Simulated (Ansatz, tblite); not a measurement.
Isomers of Ca2O2 (singlet), found by a short tight-binding search and relaxed with PBE0-D4/def2-TZVP in Ansatz.

The xTB rows come from tblite. B3LYP takes the VWN-RPA correlation. Correlated methods freeze 12 core orbitals; core or outer-core shells of Ca are correlated, in sets that lack core-valence functions.

Run but left out: HF/def2-TZVPP (B: restricted singlet, unstable towards broken spin symmetry).

A: At CCSD(T)/def2-TZVPP T1 of the charge 0 singlet is large (up to 0.021), so the single-reference result is doubtful. B: The restricted singlet is unstable towards broken spin symmetry in Hartree–Fock (as tested in another run); at PBE-D4/def2-TZVP, r2SCAN-D4/def2-TZVP, B97M-V/def2-TZVP, B3LYP-D4/def2-TZVP and others this wasn't settled. At CCSD(T)/def2-TZVPP T1 of the charge 0 singlet is large (up to 0.022), so the single-reference result is doubtful. At CCSD(T)/def2-TZVPP the restricted singlet (for correlated methods, its reference) is unstable: a solution with broken spin symmetry lies lower. It holds 1 O–O bond.

Other spin states were run for one of them alone.

A:

Cartesian coordinates in Å:
```
Ca 0.3404 1.1053 -0.9155
Ca -0.3461 -1.1008 0.9188
O -0.9052 -0.5021 -0.9424
O 0.9109 0.4976 0.9391
```

B:

Cartesian coordinates in Å:
```
Ca -0.6322 -1.2775 -0.9828
Ca 0.8823 1.4810 -0.1601
O 0.5137 -0.4744 0.6449
O -0.7639 0.2708 0.4980
```

Estimate which lies lowest at each level, and how far above it the others are (kcal/mol).


```
              level    A     B
           GFN1-xTB  0.0  55.0
           GFN2-xTB  0.0   7.6
   PBE-D4/def2-TZVP  0.0  74.3
r2SCAN-D4/def2-TZVP  0.0  79.7
   B97M-V/def2-TZVP  0.0  67.0
 B3LYP-D4/def2-TZVP  0.0  73.8
  PBE0-D4/def2-TZVP  0.0  71.4
     MP2/def2-TZVPP  0.0  72.5
    CCSD/def2-TZVPP  0.0  58.3
 CCSD(T)/def2-TZVPP  0.0  57.8
```
Point groups (tolerance 0.1 Å): A D2h, B C2v. Lower isomers may exist.
